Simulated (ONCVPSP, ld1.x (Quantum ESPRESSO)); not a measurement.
# Potentials for carbon (C) compared

Generated with ld1.x 7.5 (TM, RRKJ, ultrasoft, PAW), atompaw 4.2 or ONCVPSP 4.0.1. The cutoff is in Ry: for ld1.x and atompaw files where the sum of valence levels is converged to 10 mRy in a Bessel basis, for ONCV files where the hardest occupied wave has 1 mHa per electron of residual kinetic energy. The error is the largest all-electron minus pseudo excitation energy over each file’s own four to seven test configurations (ionisations up to +4, promotions, holes and added fractions of an electron), all of which were solved. The labels leave out finer settings (local radius, basis sizes, second energies), which also bear on the numbers. Spin-polarised tests are not counted. The rows are a selection from randomly drawn settings: files with unsolved tests, undetermined cutoffs or missed reference levels are left out.

```tsv
potential	cutoff (Ry)	largest error (meV)	bound ghosts
RRKJ, BP86, fully relativistic, rc 1.20/1.95 (sp), local smoothed, core correction yes, reference 2s1 2p3	45	+367	none
ONCV, LDA (Perdew-Zunger), scalar-relativistic, rc 0.95/0.90/0.70 (spd), local smoothed, core correction yes, reference 2s2, qcut 7.6/10.9/15.7, projectors 2/1/2	44	+73	none
TM, PBE, non-relativistic, rc 0.90/2.45 (sp), local p, core correction yes, reference 2s2 2p2	40	+1133	none
```

Problem. Fill in the row for C: ONCV, revPBE, scalar-relativistic, rc 1.25/1.80/1.55 (spd), local smoothed, core correction no, reference 2s2 2p2, qcut 6.8/7.1/5.4, projectors 2/2/2.

Solution. cutoff 35 Ry, largest error +400 meV, bound ghosts: none.

Problem. Fill in the row for C: ONCV, PBE, scalar-relativistic, rc 0.95/1.50 (sp), local smoothed, core correction yes, reference 2s2 2p1, qcut 8.6/9.9, projectors 2/1.

Solution. cutoff 54 Ry, largest error +144 meV, bound ghosts: none.
